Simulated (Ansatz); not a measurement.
`[F][Hf]([F])([F])[Cl]` + CH₄ → `[CH3][Hf]([F])([F])[Cl]` + H–F at 298.15 K and 1 bar (formal exchange of groups at the Hf–F bond).

Isolated molecules relaxed with PBE0-D4/def2-TZVP in Ansatz; ΔE leaves out vibrations. CCSD(T)/CBS is the MP2 limit (def2-TZVPP, def2-QZVPP) plus CCSD(T) − MP2 in def2-TZVPP, frozen cores. This one scheme is used for every species. Elements past krypton have def2 core potentials. For Hf outer-core shells are correlated without core-valence functions, which leaves a few kJ/mol of doubt a bond.

```json
{"species": "`[F][Hf]([F])([F])[Cl]`", "CCSD(T)/CBS energy (Eh)": "-807.38599", "H − E (kJ/mol)": "38.9", "S (J/(mol·K))": "351.9"}
{"species": "CH₄", "CCSD(T)/CBS energy (Eh)": "-40.46206", "H − E (kJ/mol)": "127.4", "S (J/(mol·K))": "186.2"}
{"species": "`[CH3][Hf]([F])([F])[Cl]`", "CCSD(T)/CBS energy (Eh)": "-747.37169", "H − E (kJ/mol)": "127.4", "S (J/(mol·K))": "387.4"}
{"species": "H–F", "CCSD(T)/CBS energy (Eh)": "-100.39570", "H − E (kJ/mol)": "33.5", "S (J/(mol·K))": "173.6"}
```

H − E and S are ideal-gas, rigid-rotor, harmonic terms from PBE0-D4/def2-TZVP. 1 Eh = 2625.50 kJ/mol, R = 8.31446 J/(mol·K).

Problem. By hand: ΔE, ΔH, ΔS and ΔG.

Solution. ΔE = (-747.37169) + (-100.39570) − (-807.38599) − (-40.46206) = 0.08066 Eh = 211.8 kJ/mol. Δ(H − E) = 127.4 + 33.5 − 38.9 − 127.4 = -5.4, so ΔH = 206.4 kJ/mol. ΔS = 387.4 + 173.6 − 351.9 − 186.2 = 22.9 J/(mol·K). ΔG = 206.4 − 298.15 × (22.9)/1000 = 199.6 kJ/mol.

Problem. By hand: the equilibrium constant, and the temperature at which ΔG would vanish if ΔH and ΔS stayed fixed.

Solution. log₁₀ K = −ΔG/(RT ln 10) = -35.0. ΔG = 0 at ΔH/ΔS = 9013 K, far beyond where these terms or the molecules hold.

ΔH outweighs TΔS. A doubt of 5 kJ/mol in ΔE shifts log₁₀ K by 0.9 here. These are equilibria of isolated gas molecules and say nothing of rates. Largest T1 diagnostic: 0.016 (customary marks: 0.02 for closed shells, 0.045 for open ones).
